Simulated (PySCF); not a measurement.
C₄H₈Si, SMILES C#CC[SiH2]C.

Coordinates come from a B3LYP-D3(BJ)/def2-SVP optimisation. Other conformers were not sampled.

Vertical ionisation energy (IE) and electron affinity (EA) in eV. Rows of orbital energies are one-electron estimates. Where ΔSCF, EOM or ADC give a negative EA the extra electron is unbound and the value depends on the basis.

```
level                                          IE     EA
-------------------------------------------  ----  -----
−ε(HOMO), −ε(LUMO), B3LYP/def2-TZVP (PySCF)     ?      ?
−ε(HOMO), −ε(LUMO), PBE/def2-TZVP (PySCF)    6.12  -0.01
```

Task: Some entries are withheld; supply them. (An estimate is asked for; the answer gives what the named calculation found.)

Result: 
- −ε(HOMO), −ε(LUMO), B3LYP/def2-TZVP (PySCF), IE: 7.07
- −ε(HOMO), −ε(LUMO), B3LYP/def2-TZVP (PySCF), EA: -0.54
